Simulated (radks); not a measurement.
The tin ion Sn10+, configuration [Kr] 4d4.

Method: Dirac Kohn-Sham, PBE, spin-unpolarised, spherical densities, finite nucleus; open shells fill j = l - 1/2 first; Fermi nuclear charge, rms radius 4.6519 fm; computed with a radial shooting solver on a logarithmic mesh with Libxc functionals.

Energy parts (eV):
part                       energy
total                 -167273.154
kinetic                176193.764
electron-nucleus      -398344.334
Hartree                 59188.496
exchange-correlation    -4311.081

Orbitals (lengths in bohr, moments of r in powers of bohr; <r^-3> diverges for s and p1/2; r(max) is where P^2 peaks):
| orbital | occ. | eigenvalue (eV) | <r^-3> | <1/r> | r(max) | small-component weight |
|---|---|---|---|---|---|---|
| 1s1/2 | 2 | -29189.63 | - | 53.08 | 0.01877 | 3.37e-02 |
| 2s1/2 | 2 | -4573.099 | - | 12.31 | 0.1062 | 7.14e-03 |
| 2p1/2 | 2 | -4284.825 | - | 12.29 | 0.08180 | 7.16e-03 |
| 2p3/2 | 4 | -4054.177 | 4301 | 11.45 | 0.08632 | 6.84e-03 |
| 3s1/2 | 2 | -1036.865 | - | 4.362 | 0.3074 | 2.07e-03 |
| 3p1/2 | 2 | -919.9031 | - | 4.271 | 0.2937 | 2.02e-03 |
| 3p3/2 | 4 | -877.5437 | 805.4 | 4.064 | 0.3039 | 1.93e-03 |
| 3d3/2 | 4 | -671.3346 | 126.8 | 3.913 | 0.2487 | 1.81e-03 |
| 3d5/2 | 6 | -662.5578 | 118.4 | 3.859 | 0.2516 | 1.79e-03 |
| 4s1/2 | 2 | -312.1533 | - | 1.787 | 0.7322 | 6.15e-04 |
| 4p1/2 | 2 | -271.3973 | - | 1.694 | 0.7518 | 5.66e-04 |
| 4p3/2 | 4 | -262.6376 | 167.7 | 1.634 | 0.7732 | 5.44e-04 |
| 4d3/2 | 4 | -195.8745 | 22.07 | 1.447 | 0.8184 | 4.44e-04 |
| 4d5/2 | 0 | -194.3652 | 20.58 | 1.433 | 0.8251 | 4.39e-04 |

The highest occupied level is 4d3/2 at -195.87 eV. Summed over all electrons, <r^2> = 12.19 bohr^2, which gives a Langevin (diamagnetic) susceptibility term of -9.66 x 10^-6 cm^3/mol. The density falls to 0.001 e/bohr^3 at r = 2.15 bohr.
